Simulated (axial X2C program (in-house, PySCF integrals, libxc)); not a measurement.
# What spin–orbit coupling does to ZrSe⁺

All values were computed with an in-house relativistic program for diatomic molecules. Spin-free means the one-electron spin-free X2C Hamiltonian; two-component (2c) means X2C with spin–orbit coupling and atomic mean-field two-electron Coulomb and Gaunt terms, so the difference of the two also holds small scalar two-electron terms. Basis: Zr dyall-cv3z [11s12p9d6f3g], Se dyall-cv3z [8s9p6d4f1g] (cores contracted in-house); Gaussian nuclei, density fitting, unrestricted open shells. Masses: Zr 89.905 u, Se 79.917 u.

Spin-free state: M_S = 1/2, Λ = 2 (beyond evenly filled blocks: δ+α); fragments Zr+ + Se.

```tsv
level	Re (Å)	ωe (cm⁻¹)	De (eV)	μ (D)
PBE0	2.273	400.5	4.552	-8.14
PW91	2.294	380.6	5.087	-7.52
```

Dipoles are positive if Se is the positive end and refer to the centre of mass.

**Question.** Within this multiplet, which Ω should lie lowest by the rule for regular and inverted multiplets?

**Answer.** The open δ shell holds one electron, so the multiplet is regular: Ω = Λ − 1/2 = 3/2. The PBE0 2c search agrees, though Ω = 5/2 of the search lies only 0.09 eV higher.

Two-component determinant lowest at the distance of the search:

Ω = 3/2 (⟨Sz⟩ = -0.50, ⟨Lz⟩ = 2.00 at PBE0); fragments Zr+ + Se.

```json
{"level": "PBE0", "Re (Å)": "2.274", "ωe (cm⁻¹)": "399.9", "μ (D)": "-8.13"}
{"level": "PW91", "Re (Å)": "2.295", "ωe (cm⁻¹)": "379.8", "μ (D)": "-7.52"}
```

**Question.** From the two tables, how do the constants change at the PBE0 level (2c against spin-free)?

**Answer.** At the PBE0 level Re rises by 0.001 Å and ωe goes down by 0.6 cm⁻¹.

Occupations by symmetry block were frozen at the best pattern of an incomplete PBE0 search. Dissociation energies refer to the lowest single-determinant-based atoms at the same level and basis. De is not given where an atomic determinant may have missed its ground term or J level, or where the truncated virtual space spoils (T). Density functionals use the spin component along the axis (collinear). PBE0 can misorder states that lie within some tenths of an eV, so this need not be the ground state of the molecule. The nearest other spin-free determinant of the search, M_S = 1/2, Λ = 0, lies 0.16 eV up at the distance of the search. The functionals have no current-density term, which raises determinants with orbital currents, atoms included. At some level and bond length an empty orbital lies below a filled one. The determinant is spin-polarised beyond a pure state at some levels (its spin-free form has ⟨S²⟩ too high), which makes Re and μ there less reliable.
